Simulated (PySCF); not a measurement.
## Mayer bond orders and bond lengths

Species: C8H11OP.
SMILES with atom numbers: `[CH3:1][CH2:2][P@H:3](=[O:4])[c:5]1[cH:6][cH:7][cH:8][cH:9][cH:10]1` (hydrogens: H11, H12, H13 on C1; H14, H15 on C2; H16 on P3; H17 on C6; H18 on C7; H19 on C8; H20 on C9; H21 on C10)

Geometry (GFN2-xTB, Å), atoms numbered from 1 in this order:
```xyz
21
C8H11OP angstrom
C      2.486    0.013   -0.881
C      2.350   -0.088    0.631
P      0.944   -1.210    1.010
O      1.088   -2.555    0.451
C     -0.560   -0.336    0.510
C     -0.949    0.850    1.117
C     -2.091    1.498    0.685
C     -2.842    0.963   -0.351
C     -2.457   -0.223   -0.954
C     -1.314   -0.874   -0.524
H      1.604    0.486   -1.311
H      2.578   -0.985   -1.306
H      3.363    0.594   -1.159
H      3.243   -0.539    1.071
H      2.192    0.891    1.085
H      0.888   -1.175    2.409
H     -0.359    1.255    1.928
H     -2.398    2.421    1.154
H     -3.735    1.472   -0.683
H     -3.048   -0.638   -1.757
H     -0.990   -1.803   -0.971
```

Bond orders from the PBE0/pcSseg-1 density (PySCF). Isolated species at its GFN2-xTB geometry (one conformer only).

Task: How far do the computed orders between heavy atoms stray from the drawn ones?

Result: The largest departure is 0.186, at P3–O4 (drawn double, 1.814), counting aromatic bonds as 1.5. Drawn single, order below 0.88: P3–C5 (0.857). The bonds drawn aromatic range from 1.37 to 1.45.

Task: Give the Mayer order of every bond, beside its length.

Result: 
| bond | drawn as | length (Å) | Mayer order |
| --- | --- | --- | --- |
| C1–C2 | single | 1.521 | 1.034 |
| C2–P3 | single | 1.838 | 0.922 |
| P3–O4 | double | 1.463 | 1.814 |
| P3–C5 | single | 1.810 | 0.857 |
| C5–C6 | aromatic | 1.389 | 1.367 |
| C6–C7 | aromatic | 1.382 | 1.454 |
| C7–C8 | aromatic | 1.387 | 1.427 |
| C8–C9 | aromatic | 1.385 | 1.434 |
| C9–C10 | aromatic | 1.384 | 1.422 |
| C10–C5 | aromatic | 1.387 | 1.437 |
| C1–H11 | single | 1.090 | 0.962 |
| C1–H12 | single | 1.089 | 0.955 |
| C1–H13 | single | 1.088 | 0.967 |
| C2–H14 | single | 1.093 | 0.938 |
| C2–H15 | single | 1.090 | 0.928 |
| P3–H16 | single | 1.400 | 0.892 |
| C6–H17 | single | 1.081 | 0.966 |
| C7–H18 | single | 1.080 | 0.965 |
| C8–H19 | single | 1.080 | 0.968 |
| C9–H20 | single | 1.080 | 0.968 |
| C10–H21 | single | 1.081 | 0.962 |

By pair of heavy elements: C–C: lowest C1–C2 (1.034, 1.521 Å), highest C6–C7 (1.454, 1.382 Å). C–P: lowest P3–C5 (0.857, 1.810 Å), highest C2–P3 (0.922, 1.838 Å); in 1 of the 1 pairs the longer bond (by over 0.003 Å) has the higher order (by 0.02 or more).

Task: Sum the orders of all bonds at each heavy atom with more than one neighbour and set the sums beside the valence in the SMILES.

Result: C1 3.918 (drawn 4), C2 3.822 (drawn 4), P3 4.485 (drawn 5), C5 3.661 (drawn 4), C6 3.787 (drawn 4), C7 3.846 (drawn 4), C8 3.829 (drawn 4), C9 3.824 (drawn 4), C10 3.821 (drawn 4). Orders between atoms that aren't bonded are not in these sums.

Mayer orders depend on the basis set.
